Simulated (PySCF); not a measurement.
## Working out the ionisation energy of Cl⁺

Cl⁺ [Ne] 3s2 3p4 (3P) → Cl²⁺ [Ne] 3s2 3p3 (4S). All numbers are calculated (PySCF 2.14, scalar relativity by spin-free X2C-1e, in x2c-QZVPPall (9s6p4d2f1g, 70 functions)). Frozen: [Ne]. Energies in hartree (1 hartree = 27.21139 eV):

```json
{"part": "UHF", "Cl⁺ (lower)": "-460.471729", "Cl²⁺ (upper)": "-459.642038"}
{"part": "CCSD correlation", "Cl⁺ (lower)": "-0.159700", "Cl²⁺ (upper)": "-0.122384"}
{"part": "(T)", "Cl⁺ (lower)": "-0.005328", "Cl²⁺ (upper)": "-0.003983"}
```

Task: What does Hartree-Fock give?

Result: (-459.642038) − (-460.471729) = 0.829691 hartree = 22.577 eV.

Task: What do CCSD and CCSD(T) give?

Result: The CCSD correlation energies differ by 0.037316 hartree = 1.015 eV and the triples by 0.001345 hartree = 0.037 eV, so CCSD gives 23.592 eV and CCSD(T) 23.629 eV.

Measured between the centres of the two terms (NIST): 23.771 eV, so CCSD(T) (valence) is off by -0.142 eV.

What remains against the reference includes basis incompleteness, the frozen core and higher excitations.
